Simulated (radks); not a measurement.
Values are calculated unless marked as measured or tabulated.
Zn, configuration [Ar] 3d10 4s2.

Level of theory: scalar-relativistic Kohn-Sham, BLYP, spin-polarised, spherical densities, point nucleus (a radial shooting solver on a logarithmic mesh with Libxc functionals).

Energy parts (eV):
| part | energy |
|---|---|
| total | -48882.355 |
| kinetic | 49663.300 |
| electron-nucleus | -117779.809 |
| Hartree | 21190.234 |
| exchange-correlation | -1956.080 |

Orbitals (lengths in bohr, moments of r in powers of bohr; <r^-3> diverges for s and p1/2; r(90%) holds 90 % of the orbital's charge):
| orbital | occ. | eigenvalue (eV) | <r^2> | r(90%) | <1/r> | <r^-3> |
|---|---|---|---|---|---|---|
| 1s | 2 | -9528.421 | 0.003405 | 0.0899 | 30.23 | - |
| 2s | 2 | -1158.519 | 0.06038 | 0.350 | 6.585 | - |
| 2p | 6 | -1004.458 | 0.04820 | 0.324 | 6.463 | 795.2 |
| 3s | 2 | -128.9535 | 0.5363 | 1.02 | 2.090 | - |
| 3p | 6 | -83.2147 | 0.6017 | 1.10 | 1.936 | 103.1 |
| 3d | 10 | -10.0532 | 1.136 | 1.62 | 1.510 | 9.459 |
| 4s | 2 | -5.9620 | 8.293 | 4.12 | 0.4930 | - |

The highest occupied level is 4s at -5.962 eV. The density falls to 0.001 e/bohr^3 at r = 4.19 bohr. For comparison, the ionisation energy in NIST's Atomic Spectra Database is 9.394 eV (measured). In exact Kohn-Sham theory the highest level is minus the ionisation energy, but local and semilocal functionals leave it too shallow, through self-interaction and a potential that decays too fast; potentials with the right tail come closer. Summed over all electrons, <r^2> = 33.05 bohr^2, which gives a Langevin (diamagnetic) susceptibility term of -26.2 x 10^-6 cm^3/mol.
